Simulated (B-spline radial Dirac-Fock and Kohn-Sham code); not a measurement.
W³⁺: M5-N45N45 lines in intermediate coupling

System: the W³⁺ ion, [Xe] 4f14 5d3, inside a Watson sphere of charge -3 and radius 2.2 Å (a model of the Madelung potential; inside it an electron's potential energy is raised by 19.6 eV).

These are calculated numbers from an atomic code on a B-spline grid; the model is ΔSCF Dirac-Fock with Breit, self-energy and vacuum polarisation, finite nucleus, configuration average. The two-hole levels come from diagonalising the Coulomb interaction among the jj configurations; intensities are independent-particle Coulomb rates. Kinetic energies are from the vacuum level. Correlation energy is missing from these numbers. Open outer shells are spectators and are not coupled to the holes.

```
kinetic energy (eV)  J  leading jj holes (weight)  leading LS term (weight)
             1233.5  0                N4N4 (0.95)                ¹S0 (0.62)
             1242.4  2                N4N4 (0.97)                ³F2 (0.51)
             1251.2  4                N4N5 (0.98)                ¹G4 (0.90)
             1252.0  1                N4N5 (1.00)                ³P1 (1.00)
             1253.6  2                N4N5 (0.97)                ³P2 (0.51)
             1256.7  3                N4N5 (1.00)                ³F3 (1.00)
             1259.1  0                N5N5 (0.95)                ³P0 (0.62)
             1265.4  2                N5N5 (0.99)                ¹D2 (0.50)
             1268.5  4                N5N5 (0.98)                ³F4 (0.90)
```

The intensity is shared as follows: 1268.5 eV 26.2 %, 1251.2 eV 22.2 %, 1265.4 eV 18.9 %, 1256.7 eV 10.3 %, 1253.6 eV 9.5 %, 1252.0 eV 6.2 %, 1259.1 eV 5.1 %, 1242.4 eV 1.0 %, 1233.5 eV 0.7 %.

The strongest line, by its leading LS label ³F4, lies at 1268.5 eV. The mean weight of the leading component is 0.98 in jj and 0.73 in LS coupling, so jj labels describe these levels better.
